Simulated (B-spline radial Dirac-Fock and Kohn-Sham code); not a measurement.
# The free lithium atom: differential elastic cross section for electrons at 5.37 keV

These are calculated numbers from a radial atomic solver; the model is relativistic (Dirac) partial waves in the static field of the Dirac-Fock atom with Furness-McCarthy exchange, without polarisation or absorption potentials.

Input of the calculation (task.json; shells as n, l, electrons):

```json
{"items": [{
  "Z": 3,
  "q": 0,
  "cfg": [[1, 0, 2], [2, 0, 1]],
  "A": 7,
  "rrms": 2.444,
  "do": "elastic",
  "energies": [[5370.0, 0]],
  "theta": [5, 10, 15, 20, 25, 30, 35, 40, 45, 50, 55, 60, 65, 70, 75, 80, 85, 90, 95, 100, 105, 110, 115, 120, 125, 130, 135, 140, 145, 150, 155, 160, 165, 170, 175]
}]}
```

Command: `python xray2_run.py task.json out`

```
θ (°)  dσ/dΩ (Å²/sr)
    5          0.247
   10         0.0325
   15        0.00968
   20        0.00374
   25        0.00170
   30       0.000872
   35       0.000491
   40       0.000298
   45       0.000192
   50       0.000130
   55       9.14e-05
   60       6.66e-05
   65       5.00e-05
   70       3.85e-05
   75       3.04e-05
   80       2.44e-05
   85       2.00e-05
   90       1.67e-05
   95       1.41e-05
  100       1.21e-05
  105       1.05e-05
  110       9.22e-06
  115       8.20e-06
  120       7.37e-06
  125       6.69e-06
  130       6.13e-06
  135       5.67e-06
  140       5.30e-06
  145       4.99e-06
  150       4.74e-06
  155       4.54e-06
  160       4.38e-06
  165       4.27e-06
  170       4.18e-06
  175       4.14e-06
```

The total elastic cross section is 0.0520 Å², the first transport cross section 0.000524 Å² and the second, weighted with (3/2) sin²θ, 0.00127 Å². The mean deflection is ⟨1 − cos θ⟩ = 0.0101, and 0.10 % of the collisions scatter beyond 90°.
